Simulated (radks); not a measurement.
Polarisabilities and homonuclear dispersion coefficients (atomic units). Method: non-relativistic Kohn-Sham, LB94 model potential, spin-polarised, spherical densities, point nucleus; open shells are filled with parallel spins first (spin-orbit coupling, left out, can overturn this in heavy ions); computed with a radial shooting solver on a logarithmic mesh with Libxc functionals. Response by self-consistent Sternheimer equations with the Hartree and adiabatic LDA kernel. For heavy and open-shell atoms this level of theory can miss by tens of per cent. "Uncoupled" leaves out the induced potential. Quadrupole and octupole values are given only where no p, d or f shell is open. The Sternheimer factor gamma scales a distant field gradient at the nucleus by 1 - gamma.

| species | configuration | alpha1 (bohr^3) | alpha1, uncoupled | alpha2 (bohr^5) | alpha3 (bohr^7) | C6 | C8 | Sternheimer gamma | recommended alpha1 |
|---|---|---|---|---|---|---|---|---|---|
| Sn+ | [Kr] 4d10 5s2 5p1 | 24.56 | 42.80 | - | - | 181.9 | - | - | - |
| In | [Kr] 4d10 5s2 5p1 | 53.69 | 84.05 | - | - | 509.8 | - | - | 65 +/- 4 |
| Nb | [Kr] 4d4 5s1 | 74.86 | 125.0 | - | - | 766.1 | - | - | 98 +/- 8 |
| Si | [Ne] 3s2 3p2 | 39.91 | 59.06 | - | - | 321.8 | - | - | 37.3 +/- 0.7 |
| Kr+ | [Ar] 3d10 4s2 4p5 | 10.76 | 16.90 | - | - | 66.09 | - | - | - |
| Rh3+ | [Kr] 4d6 | 4.577 | 6.719 | - | - | 21.06 | - | - | - |
| Ti | [Ar] 3d2 4s2 | 82.87 | 152.5 | - | - | 856.6 | - | - | 87 +/- 10 |
| Xe3+ | [Kr] 4d10 5s2 5p3 | 9.922 | 17.17 | - | - | 58.99 | - | - | - |
| Ga+ | [Ar] 3d10 4s2 | 15.24 | 26.92 | 61.98 | 464.1 | 71.72 | 1748 | -6.82 | - |

Recommended values: Schwerdtfeger and Nagle, table of static dipole polarisabilities (2023 update), measured or computed.

Beside tabulated values, note that relativity, absent from the non-relativistic runs, is large for the heavy elements.
